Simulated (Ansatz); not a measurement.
Mg2Si2⁻. Charge -1, multiplicity 2. Geometry r2SCAN-D4/def2-TZVPD; atoms count from 1.

```xyz
4

Mg    0.347    0.029   -0.673
Mg   -1.011    0.144    2.397
Si    2.141    1.244   -2.108
Si   -1.477   -1.417    0.384
```

The charge -1 doublet is spin-contaminated (final ⟨S²⟩ up to 2.69, 0.75 for a pure state). The geometry of the doublet was relaxed on an unsound state (⟨S²⟩ 2.65, where a pure state has 0.75). Another isomer (doublet) lies 1.77 eV lower at PBE0-D4/def2-TZVPD; other spin states weren't run for this one.

Q: Estimate the Mulliken populations from the PBE0/def2-TZVPD orbitals of Ansatz.

A: 
| atom | charge (e) | spin (α − β) |
| --- | --- | --- |
| Mg1 | -0.03 | 0.13 |
| Mg2 | -0.08 | -0.49 |
| Si3 | -0.40 | 2.44 |
| Si4 | -0.49 | -1.08 |
Mulliken values and Mayer orders depend strongly on the basis. With diffuse functions, as here, like atoms can get unlike values, and bond orders can come out too low or too high.

Q: Where does the spin sit?

A: Summed by element: Mg -0.36, Si 1.36, of 1 unpaired in all. Largest on single atoms: Si3 2.44, Si4 -1.08, Mg2 -0.49.

Q: And the Mayer bond orders between bonded heavy atoms (over 0.3)?

A: Mg1–Mg2 0.36 (3.36 Å); Mg1–Si3 0.90 (2.60 Å); Mg1–Si4 0.96 (2.56 Å); Mg2–Si4 1.05 (2.59 Å).
